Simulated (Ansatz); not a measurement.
`[OH][GaH][BH][SiH3]`, one more setting.

```yaml
crystal:
  periodic: [false, false, false]
  atoms:
    - {symbol: O, position_ang: [-2.054448, 1.247184, -1.209269]}
    - {symbol: Ga, position_ang: [-0.761045, 1.482706, 0.016001]}
    - {symbol: B, position_ang: [0.897792, 0.263018, -0.214295]}
    - {symbol: Si, position_ang: [0.991712, -1.621677, 0.460486]}
    - {symbol: H, position_ang: [-2.815744, 1.815455, -1.075667]}
    - {symbol: H, position_ang: [-1.075494, 2.556964, 1.123411]}
    - {symbol: H, position_ang: [1.843583, 0.671148, -0.826783]}
    - {symbol: H, position_ang: [0.549085, -2.437768, -0.711729]}
    - {symbol: H, position_ang: [0.065433, -1.911143, 1.589540]}
    - {symbol: H, position_ang: [2.359115, -2.065887, 0.848315]}
basis:
  gaussian: {orbitals: STO-3G, nuclear_model: gaussian}
total_charge: -1
magnetization: {spin_polarized: true, initial_magnetization: 1}
hamiltonian: {xc: {name: B2GP-PLYP}}
```

```sh
$ ansatz run in.yaml --threads 4 --pin off --events-out ev --progress --plain --max-ram 10444MiB
```

It prints (some lines left out):

```
Functional definition: B2GP-PLYP
494 factors; integrals over basis functions are off by at most 1.3e-4 eV
mean field evaluation 1: about -62201.1264 eV, gradient 1.4e2 eV
mean field evaluation 2: about -62201.2047 eV, gradient 1.4e2 eV
mean field evaluation 4: about -62187.3695 eV, gradient 1.2e2 eV
mean field evaluation 8: about -62303.3037 eV, gradient 1.5e0 eV
mean field evaluation 16: about -62304.3272 eV, gradient 8.6e-1 eV
mean field evaluation 32: about -62303.9666 eV, gradient 4.0e0 eV
mean field evaluation 64: about -62304.1562 eV, gradient 3.4e-2 eV
mean field -62304.52757937 eV, -2289.6491570163 hartree, gradient 8.2e-6 eV, S^2 1.673540; 11 other end points of the search recorded, 0 dependent functions left out
16 core orbitals not correlated: weight in the atoms' cores, before any rotation towards them, 0.999 or more for the frozen orbitals, at most 0.000 for the correlated occupied ones
reference -62304.52768037 eV, -2289.6491607280 hartree; 17, 16 occupied and 10, 11 virtual orbitals, 494 factors
second order -4.78524503 eV of doubles, -0.00000000 eV of singles
Total energy: -62306.25036858 eV, -2289.7124683520 hartree
```

Run time 8.5 s (4 threads of an Arm Neoverse V2 on a shared host); peak host memory 0.19 GiB.
